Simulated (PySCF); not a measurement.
# Correlation energy of Ru²⁺ (ruthenium, charge +2)

[Kr] 4d6, high-spin 5D determinant. Calculation: PySCF 2.14, in ANO-RCC-VTZP; scalar relativity by spin-free X2C-1e. Frozen: [Kr]; 6 electrons correlated.

| level | correlation energy (mhartree) |
| --- | --- |
| CCSD | -112.15 |
| (T) | -2.22 |
| CCSD(T) | -114.37 |

Diagnostics: T1 = 0.0016, D1 = 0.0029, largest double amplitude 0.028.

Cost of the coupled-cluster step: of the order of 4 core-seconds, for 6 correlated electrons.

Iterations:

```
CC2 = 0
CCSD nocc = (np.int64(5), np.int64(1)), nmo = (50, 50)
frozen orbitals [[0, 1, 2, 3, 4, 5, 6, 7, 8, 9, 10, 11, 12, 13, 14, 15, 16, 17], [0, 1, 2, 3, 4, 5, 6, 7, 8, 9, 10, 11, 12, 13, 14, 15, 16, 17]]
max_cycle = 100
direct = 0
conv_tol = 1e-08
conv_tol_normt = 1e-06
diis_space = 8
diis_start_cycle = 0
Init t2, MP2 energy = -0.105565788814603
Init E_corr(UCCSD) = -0.105565788814748
cycle = 1  E_corr(UCCSD) = -0.111337052014059  dE = -0.0057712632  norm(t1,t2) = 0.0147822
cycle = 2  E_corr(UCCSD) = -0.111872487564413  dE = -0.00053543555  norm(t1,t2) = 0.00609586
cycle = 3  E_corr(UCCSD) = -0.11216022043849  dE = -0.000287732874  norm(t1,t2) = 0.00380867
cycle = 4  E_corr(UCCSD) = -0.112139566130454  dE = 2.0654308e-05  norm(t1,t2) = 0.00129339
cycle = 5  E_corr(UCCSD) = -0.112153647287723  dE = -1.40811573e-05  norm(t1,t2) = 0.000403674
cycle = 6  E_corr(UCCSD) = -0.112154222330301  dE = -5.75042579e-07  norm(t1,t2) = 0.000129971
cycle = 7  E_corr(UCCSD) = -0.112153203077731  dE = 1.01925257e-06  norm(t1,t2) = 4.63364e-05
cycle = 8  E_corr(UCCSD) = -0.112153457763354  dE = -2.54685623e-07  norm(t1,t2) = 2.17637e-05
cycle = 9  E_corr(UCCSD) = -0.112153489605857  dE = -3.1842503e-08  norm(t1,t2) = 7.83762e-06
cycle = 10  E_corr(UCCSD) = -0.112153473382926  dE = 1.62229311e-08  norm(t1,t2) = 2.20966e-06
cycle = 11  E_corr(UCCSD) = -0.112153476747211  dE = -3.36428425e-09  norm(t1,t2) = 4.68615e-07
UCCSD converged
E(UCCSD) = -4527.186138540605  E_corr = -0.1121534767472105
UCCSD(T) correction = -0.00222149785933525
```
